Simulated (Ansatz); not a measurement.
Strength of the O–H bond: HOI → H + IO

Species: HOI (hypoiodous acid) `OI`, singlet; H atom, doublet; IO, doublet. 

Shapes, held fixed at every level: PBE0-D4/def2-TZVP. Programs: Ansatz 0.2.0. The zero-point and thermal change to 298 K, harmonic and unscaled (PBE0-D4/def2-TZVP), is -24.3 kJ/mol.

```
                level                    kind  ΔH(298 K) (kJ/mol)  less CCSD(T)/def2-TZVPP
          HF/def2-SVP            Hartree–Fock              +315.5                    -94.8
        HF/def2-TZVPP            Hartree–Fock              +304.4                   -105.9
  BHLYP-D4/def2-TZVPP           global hybrid              +403.8                     -6.5
r2SCAN0-D4/def2-TZVPP           global hybrid              +398.7                    -11.6
   wB97M-V/def2-TZVPP  range-separated hybrid              +416.8                     +6.5
   wB97X-V/def2-TZVPP  range-separated hybrid              +410.1                     -0.2
         MP2/def2-SVP     perturbation theory              +442.7                    +32.4
   CCSD(T)/def2-TZVPP   coupled cluster or CI              +410.3                      0.0
```

The highest level, CCSD(T)/def2-TZVPP, gives ΔH(298 K) = +410.3 kJ/mol; the levels span +304.4 to +442.7. The column of differences is taken from that level and isn't an error. Hartree–Fock misses the correlation of the pair that is broken and comes out low. No measured value is set beside it here. Open shells run unrestricted unless RO is named. For atoms past krypton def2 sets carry core potentials with scalar relativity. Correlated rows may include outer-core shells of I, which these sets cover unevenly.
